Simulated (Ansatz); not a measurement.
System: HS$_{2}$ (charge 0, doublet). It need not be the lowest isomer of its formula. SMILES: S[S]
Coordinates optimised at B3LYP-D3(BJ)/def2-TZVP (Ansatz, an electronic-structure program):
```
S
H 1 1.3565
S 1 1.9776 2 102.01
```
Charge 0, spin multiplicity 2.

Quantity: vertical ionisation energy (to the triplet state of charge +1; each state is the SCF solution reached for its spin), in eV. Valence correlation only, unless marked. UHF or UKS for open shells. No spin-orbit coupling. No relativistic terms. CBS(X,Y): correlation extrapolated as X^-3; Hartree-Fock from the larger set.

```json
[
 {"level": "HF/aug-cc-pV(T+d)Z", "program": "Ansatz", "vertical ionisation energy (eV)": "8.65"}
]
```

Predict the CCSD(T)/CBS(def2-TZVPPD,def2-QZVPPD) result (Ansatz).

9.68 eV
